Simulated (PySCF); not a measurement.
# One molecule, several mistakes: AlBCH3 cation

All numbers below are calculated, not measured. They come from PySCF 2.14.0, an open-source quantum chemistry program, on an isolated molecule that a program drew, which may never have been made. The molecule is AlBCH3 cation (charge +1, singlet), drawn as the SMILES string `C=[B][AlH+]`.

Each row is a Hartree-Fock (HF) and frozen-core CCSD(T) single point in the cc-pV(D+d)Z basis, meant for a local HF minimum. Run 1 is clean. Each other run has one planted mistake out of seven kinds, and not every kind appears here: one electron removed, one electron added, multiplicity raised by two, geometry at a saddle point, minimal basis STO-3G, one bond length entered in bohr, all coordinates scaled. The reference is restricted for singlets and unrestricted otherwise, and also for a bond in bohr. Adding or removing an electron swaps singlet and doublet. Electrons count all cores. HOMO and LUMO are orbital energies over both spins, the gradient is its largest component, and the lowest frequency (negative if imaginary) is given only where the gradient is small. Bond lengths are over the 5 bonds as drawn. T1 is the CCSD diagnostic: over 0.02 (restricted) or 0.045 (unrestricted) a single reference is doubtful.

Geometry of the clean run:
```xyz
6
AlBCH3 cation, angstrom
C    -0.0516    0.2331    1.1432
B     0.7021    1.2762    0.6234
Al    1.8094    2.8076   -0.1413
H    -0.6697   -0.4044    0.5160
H    -0.0638   -0.0015    2.2045
H     2.6473    3.9666   -0.7208
```

```
run  electrons  basis functions  <S^2>  HOMO (eV)  LUMO (eV)  gradient (hartree/bohr)  lowest frequency (cm^-1)  mean bond (Å)  longest bond (Å)      T1  HF (hartree)  CCSD(T) (hartree)                          mistake
  1         26               66  0.000     -13.90      -5.49                  2.1e-05                       155         1.4288             2.039  0.0187    -305.87811         -306.17080                         no fault
  2         26               22  0.000     -12.07      -0.75                  4.2e-02                         -         1.4288             2.039  0.0126    -302.26622         -302.43553             minimal basis STO-3G
  3         26               66  2.012     -12.86      -5.44                  8.1e-02                         -         1.4288             2.039  0.0143    -305.85705         -306.11478       multiplicity raised by two
  4         26               66  1.249     -13.84      -5.74                  2.1e-02                         -         1.7034             2.916  0.0725    -305.79217         -306.06159  one bond length entered in bohr
  5         25               66  0.755     -23.18     -11.87                  4.2e-02                         -         1.4288             2.039  0.0137    -305.41294         -305.65231             one electron removed
  6         26               66  0.000     -13.75      -5.47                  1.2e-02                         -         1.4516             2.071  0.0192    -305.87674         -306.17147                                ?
```

**Which mistake was planted in run 6, and what did it cost?**

The mean and the longest bond both change by the same factor, 1.016, and the gradient is no longer small. So the mistake is: all coordinates scaled. Subtracting run 1 and multiplying by 627.51 kcal/mol a hartree, the energy moved by 0.9 kcal/mol in HF and -0.4 kcal/mol in CCSD(T).

Cautions from the logs. Run 4: T1 is over the limit, so its CCSD(T) energy is less reliable.
